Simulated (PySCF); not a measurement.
Computed shifts of a molecule C₂H₅NOSi, PySCF with PBE/pcSseg-1, GIAO, gas phase, equivalent atoms averaged, in ppm (number of nuclei): ²⁹Si: -45.9 (1). ¹³C: 123.9 (1), -0.3 (1). ¹⁵N: 43.4 (1). ¹H: 5.31 (2), 0.66 (3). References: ²⁹Si against TMS (σ = 335.4 ppm); ¹³C against TMS (σ = 182.0 ppm); ¹⁵N against NH3 (σ = 267.0 ppm); ¹⁷O against H2O (σ = 334.3 ppm); ¹H against TMS (σ = 31.49 ppm), references at their B3LYP-D3(BJ)/def2-TZVP geometries, non-relativistic. Geometry optimised at PBE0-D3(BJ)/def2-SVP. The values are those of a single conformer.

Task: Which molecule gave these data?
(A) C[SiH2]OC#N
(B) N#CC[SiH2]O
(C) C[SiH2]N=C=O
(D) C1=N[SiH2]CO1

Result: C, C[SiH2]N=C=O
